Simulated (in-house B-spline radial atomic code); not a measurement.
# Two electrons outside the [Kr] 4d10 5s2 core: Cs VI (Cs5+)

Computed with an all-electron radial atomic-structure program (B-spline basis): configuration interaction (CI) of the two valence electrons in the field of the frozen Dirac-Fock core, alone and with many-body perturbation theory for the core (screened one- and two-electron correlation potentials), Breit and QED terms; no-pair Dirac Hamiltonian, finite nucleus. Labels give the configuration (outer n counted up each series) and the leading LS term, or the jj pair where no LS term holds 70 %.

The outer s² shell of this core is soft: its mixing with p² is only treated to second order, so levels can be several per cent off.

Command:
```bash
python run_mb.py task.json out
```
Settings (nuclear radius in fm, box in bohr, cutoff in hartree):
```
basis_form          3
Z                   55
core_configuration  [Kr] 4d10 5s2
rms_radius          4.8041
mass_number         133
speed_of_light      137.036
box_radius          12.857
lmax                6
intervals           63
virtual_cutoff      6050.0
```

Run time, properties included: 71 s on 1 thread of Intel(R) Xeon(R) 6975P-C (Granite Rapids), with other jobs on the host.

Excitation energies (cm⁻¹):

```
         level  purity of the LS term  CI alone  CI + MBPT + Breit + QED  Landé g of the LS mixture
       5p2 3P0                  0.884         0                        0                          -
       5p2 3P1                  0.998         ?                        ?                          ?
5p2 (1/2,3/2)2             0.592 (3P)     17921                    17221                       1.30
5p2 (3/2,3/2)2             0.592 (1D)     35705                    34550                       1.20
       5p2 1S0                  0.884         ?                        ?                          ?
```

**Question.** Where does 5p2 3P1 lie?

**Answer.** 12009 cm⁻¹ in CI alone and 12169 cm⁻¹ with all corrections; g = 1.50.

**Question.** Where does 5p2 1S0 lie?

**Answer.** 52223 cm⁻¹ in CI alone and 53084 cm⁻¹ with all corrections.

**Question.** What is the first ionisation energy?

**Answer.** 70.533 eV to the 5p1/2 state of the next ion (69.256 eV from CI alone). NIST lists 69.1 ± 2 eV (tabulated theory).
